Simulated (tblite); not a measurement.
Compound: C4H14GaNOSi.
SMILES with atom numbers: `[SiH3:1][NH:2][GaH2-:3][O+:4]1[CH2:5][CH2:6][CH2:7][CH2:8]1` (hydrogens: H9, H10, H11 on Si1; H12 on N2; H13, H14 on Ga3; H15, H16 on C5; H17, H18 on C6; H19, H20 on C7; H21, H22 on C8)

Computed with GFN2-xTB (tblite), gas phase: L-BFGS steps from a force-field or distance-geometry start until the largest atomic force falls under 0.01 eV/Å.

Step 68: E = -698.4008 eV
```
atom  x, y, z in Å  |  force x, y, z in eV/Å
Si1     3.3359    0.6605    0.4714   -0.024  -0.010   0.008
N2      2.4742   -0.0482   -0.8530   -0.008  -0.032  -0.007
Ga3     1.2205   -1.4211   -0.8091    0.020   0.043  -0.027
O4     -0.4215   -0.4489    0.0650    0.000   0.007   0.013
C5     -0.8202    0.7428   -0.6043    0.017  -0.006   0.008
C6     -2.0441    1.2503    0.1658    0.008  -0.013   0.001
C7     -2.5733   -0.0031    0.8869    0.000  -0.005  -0.016
C8     -1.6251   -1.1165    0.4276    0.002   0.009  -0.002
H9      4.0648   -0.2976    1.3213   -0.010   0.021  -0.018
H10     4.2819    1.6144   -0.1233   -0.025  -0.001   0.024
H11     2.3269    1.3493    1.2938    0.013  -0.002   0.017
H12     3.0104   -0.0199   -1.7128    0.003  -0.001  -0.010
H13     1.2932   -2.5838    0.2056   -0.002  -0.013   0.046
H14     0.5941   -1.6862   -2.2125   -0.008  -0.032  -0.016
H15     0.0347    1.4192   -0.5888    0.017   0.024  -0.024
H16    -1.0768    0.5069   -1.6462   -0.005   0.031   0.002
H17    -1.7588    2.0161    0.8847    0.001   0.008  -0.007
H18    -2.7818    1.6715   -0.5144    0.003   0.018   0.024
H19    -2.5265    0.1190    1.9684    0.017   0.018  -0.023
H20    -3.6016   -0.2266    0.6121   -0.017  -0.018   0.015
H21    -2.0317   -1.6392   -0.4486   -0.013  -0.028   0.037
H22    -1.3856   -1.8393    1.2094    0.011  -0.019  -0.044
```

Step 69: E = -698.4017 eV
```
atom  x, y, z in Å  |  force x, y, z in eV/Å
Si1     3.3360    0.6671    0.4711   -0.032  -0.018   0.026
N2      2.4737   -0.0413   -0.8523   -0.037  -0.064  -0.014
Ga3     1.2243   -1.4225   -0.8018    0.059   0.068  -0.047
O4     -0.4292   -0.4630    0.0551   -0.029   0.034   0.000
C5     -0.8210    0.7344   -0.6094    0.008   0.004   0.016
C6     -2.0364    1.2513    0.1696    0.008  -0.020  -0.009
C7     -2.5729    0.0006    0.8905    0.007  -0.001  -0.028
C8     -1.6382   -1.1197    0.4201    0.005   0.013  -0.002
H9      4.0762   -0.2912    1.3113   -0.005   0.026  -0.018
H10     4.2689    1.6324   -0.1237   -0.015   0.008   0.023
H11     2.3246    1.3395    1.3051    0.018  -0.002   0.008
H12     3.0099   -0.0179   -1.7128   -0.006   0.001   0.007
H13     1.2952   -2.5771    0.2208    0.000  -0.019   0.050
H14     0.6211   -1.6983   -2.2130   -0.020  -0.037  -0.013
H15     0.0399    1.4038   -0.5976    0.012   0.016  -0.022
H16    -1.0863    0.5033   -1.6506   -0.002   0.032   0.015
H17    -1.7413    2.0134    0.8888    0.004   0.001  -0.015
H18    -2.7754    1.6794   -0.5051    0.012   0.021   0.022
H19    -2.5166    0.1199    1.9717    0.014   0.011  -0.021
H20    -3.6057   -0.2118    0.6219   -0.001  -0.018   0.021
H21    -2.0541   -1.6332   -0.4567   -0.017  -0.028   0.031
H22    -1.4030   -1.8496    1.1959    0.017  -0.029  -0.029
```

Step 70: E = -698.4029 eV
```
atom  x, y, z in Å  |  force x, y, z in eV/Å
Si1     3.3351    0.6741    0.4716   -0.037  -0.024   0.025
N2      2.4719   -0.0356   -0.8504   -0.018  -0.068  -0.049
Ga3     1.2295   -1.4243   -0.7949    0.071   0.057  -0.050
O4     -0.4382   -0.4779    0.0438   -0.039   0.051  -0.019
C5     -0.8215    0.7256   -0.6151   -0.009   0.017   0.015
C6     -2.0272    1.2521    0.1736    0.004  -0.012  -0.017
C7     -2.5722    0.0047    0.8940    0.015   0.003  -0.026
C8     -1.6525   -1.1231    0.4118    0.011   0.008  -0.003
H9      4.0895   -0.2826    1.3002    0.004   0.022  -0.012
H10     4.2537    1.6518   -0.1240   -0.010   0.014   0.022
H11     2.3225    1.3288    1.3180    0.017   0.001   0.002
H12     3.0075   -0.0137   -1.7132   -0.038   0.001   0.061
H13     1.2944   -2.5704    0.2392    0.004  -0.010   0.038
H14     0.6522   -1.7127   -2.2142   -0.031  -0.041  -0.007
H15     0.0461    1.3871   -0.6086    0.003   0.004  -0.014
H16    -1.0968    0.5003   -1.6552    0.001   0.030   0.025
H17    -1.7216    2.0102    0.8930    0.009  -0.009  -0.019
H18    -2.7676    1.6885   -0.4940    0.017   0.025   0.011
H19    -2.5047    0.1209    1.9748    0.011   0.000  -0.014
H20    -3.6097   -0.1958    0.6334    0.014  -0.016   0.023
H21    -2.0793   -1.6270   -0.4648   -0.022  -0.024   0.014
H22    -1.4216   -1.8616    1.1800    0.022  -0.031  -0.007
```

Step 71: E = -698.4041 eV
```
atom  x, y, z in Å  |  force x, y, z in eV/Å
Si1     3.3318    0.6804    0.4718   -0.026  -0.021   0.024
N2      2.4695   -0.0306   -0.8500   -0.005  -0.051  -0.042
Ga3     1.2364   -1.4256   -0.7900    0.054   0.018  -0.030
O4     -0.4472   -0.4914    0.0327   -0.036   0.050  -0.038
C5     -0.8219    0.7179   -0.6202   -0.021   0.030   0.007
C6     -2.0184    1.2528    0.1774   -0.002   0.002  -0.018
C7     -2.5712    0.0085    0.8969    0.021   0.005  -0.016
C8     -1.6662   -1.1262    0.4038    0.016  -0.002  -0.007
H9      4.1011   -0.2752    1.2866    0.011   0.017  -0.002
H10     4.2370    1.6709   -0.1231   -0.010   0.017   0.021
H11     2.3208    1.3190    1.3317    0.010   0.002  -0.005
H12     3.0073   -0.0115   -1.7118   -0.046   0.004   0.067
H13     1.2949   -2.5624    0.2587    0.007   0.008   0.014
H14     0.6818   -1.7283   -2.2149   -0.041  -0.046  -0.005
H15     0.0527    1.3713   -0.6198   -0.015  -0.009   0.001
H16    -1.1070    0.4989   -1.6590    0.002   0.024   0.025
H17    -1.7029    2.0069    0.8969    0.016  -0.017  -0.016
H18    -2.7599    1.6982   -0.4827    0.019   0.026  -0.008
H19    -2.4930    0.1227    1.9769    0.008  -0.013  -0.001
H20    -3.6134   -0.1811    0.6453    0.032  -0.011   0.020
H21    -2.1041   -1.6216   -0.4718   -0.020  -0.014  -0.007
H22    -1.4385   -1.8741    1.1635    0.026  -0.020   0.016
```

**Question.** Estimate the geometry and energy of step 72. (The exact step hangs on the optimiser's Hessian estimate; all steps are aligned on step 71, rigid shifts and turns removed.)

**Answer.** E = -698.4049 eV, largest force 0.080 eV/Å
```
atom  x, y, z in Å  |  force x, y, z in eV/Å
Si1     3.3275    0.6820    0.4720   -0.009  -0.016   0.005
N2      2.4671   -0.0308   -0.8508    0.026  -0.014  -0.026
Ga3     1.2405   -1.4268   -0.7895    0.016  -0.026  -0.003
O4     -0.4508   -0.4949    0.0273   -0.004   0.024  -0.044
C5     -0.8218    0.7166   -0.6221   -0.026   0.028  -0.006
C6     -2.0145    1.2530    0.1787   -0.012   0.020  -0.010
C7     -2.5697    0.0097    0.8975    0.022   0.006   0.003
C8     -1.6703   -1.1272    0.4006    0.019  -0.014  -0.012
H9      4.1040   -0.2722    1.2796    0.019   0.005   0.009
H10     4.2277    1.6784   -0.1212   -0.014   0.015   0.019
H11     2.3199    1.3146    1.3386   -0.007   0.004  -0.004
H12     3.0065   -0.0106   -1.7117   -0.047   0.006   0.065
H13     1.2917   -2.5573    0.2695    0.012   0.022  -0.006
H14     0.6950   -1.7373   -2.2155   -0.045  -0.050  -0.007
H15     0.0556    1.3664   -0.6252   -0.019  -0.009   0.017
H16    -1.1105    0.5010   -1.6601   -0.005   0.017   0.006
H17    -1.6956    2.0050    0.8985    0.023  -0.012  -0.004
H18    -2.7563    1.7027   -0.4773    0.008   0.028  -0.026
H19    -2.4868    0.1237    1.9768    0.008  -0.019   0.013
H20    -3.6135   -0.1769    0.6509    0.026  -0.006   0.011
H21    -2.1132   -1.6204   -0.4735   -0.018  -0.007  -0.025
H22    -1.4427   -1.8796    1.1560    0.028  -0.003   0.026
```

The energy changes by -0.0009 eV. The first-order estimate −F·Δx gives -0.0012 eV and the mean of the old and new forces, exact on a quadratic surface, -0.0008 eV. The step makes an angle of 80° with the force vector and moves no atom by more than 0.016 Å.

What follows is the cost of the whole relaxation. On one thread, Arm Neoverse N1 (aarch64), on a shared host, this took 2.8 s.
